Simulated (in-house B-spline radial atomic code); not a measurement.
A run on Se II (Se+) (an excited or competing configuration) that did not converge. Method: non-relativistic wB97X, spin-polarised, spherical fractional occupations, point nucleus; computed with an all-electron radial atomic-structure program (B-spline basis).

Command:
```bash
python run_scf.py task.json out
```
Settings:
```
Z                34
configuration    [Ne] 3s2 3p5 3d10 4s2 4p3 5f1
hamiltonian      nr
method           wb97x
spin_polarised   True
```

First and last ten iterations of the last attempt (damped for 15 steps, keeping 80 % of the old Fock matrix, then DIIS):
```
 iter        energy (Eh)    residual
    1       -2392.398592    4.46e-01
    2       -2393.792720    2.15e-01
    3       -2394.291654    1.36e-01
    4       -2394.507654    8.51e-02
    5       -2394.599638    5.29e-02
    6       -2394.638436    3.26e-02
    7       -2394.654837    2.28e-02
    8       -2394.661894    1.83e-02
    9       -2394.665049    1.47e-02
   10       -2394.666553    1.19e-02
  111       -2394.668575    7.32e-06
  112       -2394.668575    8.27e-06
  113       -2394.668575    1.24e-05
  114       -2394.668575    1.49e-05
  115       -2394.668573    1.00e-04
  116       -2394.668575    1.69e-05
  117       -2394.668575    1.83e-05
  118       -2394.668575    2.62e-05
  119       -2394.668575    6.04e-06
  120       -2394.668575    2.16e-05
 not converged after 120 iterations
```

The smallest residual met was 5.9e-06; the threshold is about 3e-07. Over the last five steps the energy moves by less than 1e-06 hartree, but the orbitals didn't meet the threshold. Run time, properties included: 16 s on 1 thread of Arm Neoverse V2, on a shared host.
